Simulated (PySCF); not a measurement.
Working out the ionisation energy of Mo⁺

Mo⁺ [Kr] 4d5 (6S) → Mo²⁺ [Kr] 4d4 (5D). Computed with PySCF 2.14 in aug-cc-pwCVDZ-PP with ECP28MDF (6s6p5d3f, 70 functions), with a scalar-relativistic core potential. Frozen: 4s2 4p6. Energies in hartree (1 hartree = 27.21139 eV):

```csv
part,Mo⁺ (lower),Mo²⁺ (upper)
UHF,-67.114838,-66.560157
CCSD correlation,-0.065035,-0.039630
(T),-0.000809,-0.000221
```

What does Hartree-Fock give?

(-66.560157) − (-67.114838) = 0.554681 hartree = 15.094 eV.

What do CCSD and CCSD(T) give?

The CCSD correlation energies differ by 0.025405 hartree = 0.691 eV and the triples by 0.000588 hartree = 0.016 eV, so CCSD gives 15.785 eV and CCSD(T) 15.801 eV.

Reference: 16.16 ± 0.12 eV (semi-empirical (NIST evaluation); NIST Atomic Spectra Database, ionization energies), between the lowest levels; spin-orbit coupling is absent from the calculation.

A double-zeta basis recovers only part of the correlation energy.

What remains against the reference includes basis incompleteness, the frozen core and higher excitations.
